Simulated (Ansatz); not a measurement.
Molecule: ZrI$_{2}$, net charge 0, triplet state. The spin state was set by rule; other spins were not relaxed. SMILES: [I][Zr][I]
Coordinates optimised at B3LYP-D3(BJ)/def2-TZVP (Ansatz, a quantum-chemistry and plane-wave program):
```
Zr
I 1 2.7397
I 1 2.7397 2 180.00
```
Charge 0, spin multiplicity 3.

Property: atomisation energy (electronic, to ground-state atoms), in kcal/mol. Correlated levels leave the core frozen unless marked. Open shells are spin-unrestricted. Spin-orbit coupling is left out. The frozen core is the preceding noble-gas configuration, with the filled d and f shells of earlier blocks. Past Kr the def2 sets carry scalar-relativistic core potentials. The coupled-cluster limit lacks core correlation, which all-electron functionals hold. CBS marks a two-point X^-3 extrapolation of the correlation energy; Hartree-Fock from the larger set. The bracket is a focal-point correction in the basis named.

```
level                                                                 program  atomisation energy (kcal/mol)
-------------------------------------------------------------  --------------  -----------------------------
BLYP-D4/def2-TZVPD                                             Ansatz + dftd4                          173.9
revPBE-D4/def2-TZVPD                                           Ansatz + dftd4                              ?
r2SCAN/def2-TZVPD                                                      Ansatz                              ?
LC-wPBE/def2-TZVPD                                                     Ansatz                              ?
CCSD/def2-SVP                                                          Ansatz                          160.6
CCSD/def2-TZVPPD                                                       Ansatz                          167.8
RI-MP2/CBS(def2-TZVPPD,def2-QZVPPD)+[CCSD(T)-MP2]/def2-TZVPPD          Ansatz                          178.9
```

Question: Some entries are withheld; supply them.

Answer: 
- revPBE-D4/def2-TZVPD, atomisation energy (kcal/mol): 178.4
- r2SCAN/def2-TZVPD, atomisation energy (kcal/mol): 184.7
- LC-wPBE/def2-TZVPD, atomisation energy (kcal/mol): 180.2
